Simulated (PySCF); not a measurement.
Spinor energies of Ir⁶⁰⁺ (iridium, charge +60)

Start: [Ne] 3s2 3p5; 3p1/2 filled at m_j = -1/2, +1/2; 3p3/2 filled at m_j = -1/2, +1/2, +3/2. Calculated with PySCF 2.14 in an even-tempered Gaussian basis (18 s from 19 bohr⁻², ratio 2.4; 14 p from 24 bohr⁻², ratio 2.4; 4 d from 87 bohr⁻², ratio 2.6; 4 f from 130 bohr⁻², ratio 2.6): generalised Hartree-Fock with the X2C-1e Hamiltonian and a Gaussian nucleus; one run each with spin-orbit coupling (SO) switched off, then screened by Boettger's factors.

```json
{"spinor shell": "1s1/2", "electrons": "2", "ε, spin-free (eV)": "-81204.8", "ε, screened SO (eV)": "-81175.3", "weight of nominal j (screened SO)": "1.000", "rms radius, screened SO (bohr)": "0.0197"}
{"spinor shell": "2s1/2", "electrons": "2", "ε, spin-free (eV)": "-18039.7", "ε, screened SO (eV)": "-18029.5", "weight of nominal j (screened SO)": "1.000", "rms radius, screened SO (bohr)": "0.0786"}
{"spinor shell": "2p1/2", "electrons": "2", "ε, spin-free (eV)": "-16290.3", "ε, screened SO (eV)": "-17481.1", "weight of nominal j (screened SO)": "1.000", "rms radius, screened SO (bohr)": "0.0666"}
{"spinor shell": "3s1/2", "electrons": "2", "ε, spin-free (eV)": "-7099.2", "ε, screened SO (eV)": "-7095.7", "weight of nominal j (screened SO)": "1.000", "rms radius, screened SO (bohr)": "0.190"}
{"spinor shell": "3p1/2", "electrons": "2", "ε, spin-free (eV)": "-6575.2", "ε, screened SO (eV)": "-6880.2", "weight of nominal j (screened SO)": "1.000", "rms radius, screened SO (bohr)": "0.180"}
{"spinor shell": "3p3/2", "electrons": "3", "ε, spin-free (eV)": "-6575.2", "ε, screened SO (eV)": "-6450.2", "weight of nominal j (screened SO)": "1.000", "rms radius, screened SO (bohr)": "0.193"}
```

(1) Where does 2p3/2 lie, and what is the 2p spin-orbit splitting (screened SO)?

| quantity | spin-free | screened SO |
| --- | --- | --- |
| E (hartree) | -13902.83728 | -13931.38228 |
| M_J | 3/2 | 3/2 |
| ⟨J²⟩ | 3.750 | 3.750 |
| ⟨L²⟩ | 2.000 | 2.055 |
| ⟨S²⟩ | 0.750 | 0.805 |

Each row is a mean over spinors that exchange with the open shell spreads, by up to 29.631 eV (3s1/2).

Breit and QED terms are absent; they matter most for the inner s and p1/2 levels.

Densities and radii are taken from the X2C orbitals without a picture-change correction, which distorts them close to the nucleus.

Without spin-orbit coupling the j labels of p, d and f shells carry no meaning; the spin-free column gives the mean over the occupied spinors of each nl shell.

Answers

(1) At -15813.2 eV, 1667.9 eV above 2p1/2.
